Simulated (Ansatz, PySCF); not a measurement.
bromine monochloride (BrCl), SMILES ClBr.

Coordinates come from a B3LYP-D3(BJ)/def2-TZVP optimisation.

Vertical ionisation energy (IE) and electron affinity (EA) in eV. Rows of orbital energies are one-electron estimates. Where ΔSCF, EOM or ADC give a negative EA the extra electron is unbound and the value depends on the basis.

| level | IE | EA |
|---|---|---|
| −ε(HOMO), −ε(LUMO), r2SCAN/def2-TZVPD (PySCF) | 7.42 | 4.54 |
| −ε(HOMO), −ε(LUMO), B3LYP/def2-TZVPD (PySCF) | 8.19 | 3.88 |
| −ε(HOMO), −ε(LUMO), PBE/def2-TZVPD (PySCF) | ___ | ___ |
| EOM-CCSD/aug-cc-pVDZ (PySCF) | 10.90 | 1.09 |
| ADC(2)/aug-cc-pVDZ (PySCF) | 10.48 | 1.25 |
| ΔSCF, PBE0/def2-TZVPD (Ansatz), final states of multiplicity 2 and 2 | 11.02 | 1.41 |
| ΔSCF, PBE/def2-TZVPD (Ansatz), final states of multiplicity 2 and 2 | 10.75 | 1.37 |

Q: Complete the blanks. (The exact figures need the calculation; the answer reports its results.)

A: 
- −ε(HOMO), −ε(LUMO), PBE/def2-TZVPD (PySCF), IE: 7.12
- −ε(HOMO), −ε(LUMO), PBE/def2-TZVPD (PySCF), EA: 4.61

Q: What vertical singlet–triplet gap does ΔSCF give with PBE0/def2-TZVPD (Ansatz, a first-principles code) and with PBE/def2-TZVPD (Ansatz)? (Estimate from the structure and the level; the computed values follow.)

A: 2.35 and 2.24 eV (triplet above singlet where positive).

Q: Beyond the first one, list the lowest photoelectron lines from PySCF with ADC(2)/aug-cc-pVDZ with their pole strengths (two spins summed). (Estimate from the structure and the level; the computed values follow.)

A: 12.93 eV (1.76), 12.93 eV (1.76), 14.81 eV (1.81), 22.72 eV (0.80).
